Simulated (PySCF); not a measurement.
## NMR parameters of [ZnF4]2-

[ZnF4]2-, [F4Zn]2-, point group Td.

Bonds: Zn1-F2 1.926 Å, Zn1-F3 1.927 Å, Zn1-F4 1.927 Å, Zn1-F5 1.927 Å.

Total charge -2.

GIAO calculations in PySCF 2.14 on the PBE0-D3(BJ)/def2-SVP structure: isolated species, non-relativistic, equivalent atoms averaged; basis pcSseg-1 (pcSseg-2 on Zn).

**Question.** Give the isotropic shieldings (ppm) with B3LYP, PBE, PBE0.

**Answer.** 
```
             atoms            environment  B3LYP    PBE   PBE0
               Zn1       Zn bonded to 4 F   1694   1627   1715
       F2/F3/F4/F5  fluorine bonded to Zn  469.9  460.8  470.5
HOMO–LUMO gap (eV)                      –   8.23   5.87   8.99
```

**Question.** And the chemical shifts, against references computed in the same way?

**Answer.** 
| atoms | nucleus, reference | B3LYP | PBE | PBE0 |
| --- | --- | --- | --- | --- |
| F2/F3/F4/F5 | ¹⁹F, CFCl3 | -297.9 | -316.1 | -293.2 |

**Question.** Which part of the shielding of Zn1 depends on the functional?

**Answer.** Diamagnetic: B3LYP 2523, PBE 2524, PBE0 2523 ppm; paramagnetic: B3LYP -829, PBE -897, PBE0 -807 ppm. The diamagnetic part, set mainly by inner electrons, hardly moves; the paramagnetic part goes with low-lying magnetically allowed excitations and carries the spread.

**Question.** What couplings does PBE/pcJ-1 (pcSseg-1 on Zn) give?

**Answer.** ²J(F2,F3) = -33.1 Hz (averaged over equivalent pairs; isotopes ¹⁹F).

The ion is multiply charged and has no counter-ions or solvent here.

Unscaled 19F shifts against computed CFCl3 carry errors that often reach 10 to 50 ppm.
